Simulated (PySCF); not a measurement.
## Energy of W (tungsten, neutral) between two integer charges

The 6s beta orbital of [Xe] 4f14 5d4 6s2 is emptied in steps (occupation f), with all orbitals relaxed, ending at [Xe] 4f14 5d4 6s1. Calculation: PySCF 2.14, in aug-cc-pVTZ-PP with ECP60MDF; a scalar-relativistic core potential. The exact energy is a straight line in f; departures are measured from the line between the end points of the same method.

| f | BHandHLYP (eV) |
| --- | --- |
| 1 | 0.000 |
| 0.75 | -0.282 |
| 0.5 | -0.383 |
| 0.25 | -0.294 |
| 0 | 0.000 |

**Question.** For BHandHLYP, how does the orbital energy at f = 1 compare with the removal energy?

**Answer.** −ε = 5.998 eV against a total-energy difference of 7.475 eV. By Janak's theorem ε = ∂E/∂f, so the gap between them reflects the curvature. Along the path −ε is 6.703 (f = 0.75), 7.444 (f = 0.5), 8.234 (f = 0.25) eV.

Reference removal energy between the ground levels: 7.864 eV (measured; NIST Atomic Spectra Database, ionization energies). The calculation has no spin-orbit coupling.
